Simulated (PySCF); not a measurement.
**PBE on In³⁺ (indium, charge +3)**

Configuration: [Kr] 4d10, closed-shell 1S. Computed with PySCF 2.14 in aug-cc-pwCVDZ-PP with ECP28MDF, with scalar relativity through the core potential.

```json
{"Total energy": "-188.1549 hartree", "One-electron energy": "-312.5364 hartree", "Hartree (Coulomb) energy": "140.3285 hartree", "Exchange-correlation energy": "-15.9470 hartree", "⟨S²⟩": "0.0000", "⟨L²⟩": "0.000", "Sum of ⟨r⟩": "18.98 bohr", "Sum of ⟨r²⟩": "23.23 bohr²"}
```

| shell | electrons | mean orbital energy (hartree) | rms radius, mean of both spins (bohr) |
| --- | --- | --- | --- |
| 4s | 2 | -5.55974 | 0.907 |
| 4p | 6 | -4.00005 | 0.990 |
| 4d | 10 | -1.75192 | 1.25 |

Energies and moments cover only the electrons outside the core potential.
